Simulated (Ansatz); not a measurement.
C4H10N2Si (`C=C[Si](N)(N)C=C`), relaxed with RKS PBE0-D4/def2-TZVP in Ansatz from a PBE-D4/def2-SVP geometry. The force threshold is 0.005 eV/Å; the program also tests the step.

Charge 0, multiplicity 1.

Start:

```xyz
17

C    -2.348    0.326    0.917
C    -1.104   -0.194    0.967
Si    0.073   -0.217   -0.505
N    -0.570    0.960   -1.630
N     0.166   -1.699   -1.431
C     1.827    0.063    0.127
C     2.125    0.566    1.343
H    -2.729    0.802   -0.004
H    -3.042    0.294    1.777
H    -0.783   -0.676    1.911
H    -0.130    0.992   -2.554
H    -0.726    1.912   -1.286
H     0.789   -2.430   -1.076
H    -0.716   -2.118   -1.741
H     2.670   -0.158   -0.558
H     1.336    0.819    2.075
H     3.162    0.759    1.669
```

Problem. How much energy does the relaxation release, and in how many steps? (Best estimate.)

Solution. The calculation gave: 10.48 kJ/mol, in 9 steps, 2 of them rejected.

Problem. Which bonds change most? (Estimate.)

Solution. Computed: Si3–N4 from 1.751 to 1.719 Å; Si3–N5 from 1.750 to 1.719 Å; C2–Si3 from 1.885 to 1.866 Å; C1–C2 from 1.350 to 1.331 Å.

Problem. Give the relaxed structure. (Estimate.)

Solution. The calculation gave: 
```xyz
17

C    -2.306    0.363    0.930
C    -1.094   -0.187    0.953
Si    0.070   -0.213   -0.506
N    -0.548    0.929   -1.632
N     0.171   -1.690   -1.379
C     1.800    0.093    0.125
C     2.086    0.528    1.349
H    -2.682    0.862    0.041
H    -2.976    0.333    1.785
H    -0.787   -0.687    1.872
H    -0.173    0.923   -2.568
H    -0.761    1.868   -1.335
H     0.820   -2.398   -1.076
H    -0.666   -2.105   -1.757
H     2.634   -0.059   -0.562
H     1.308    0.711    2.086
H     3.104    0.729    1.676
```
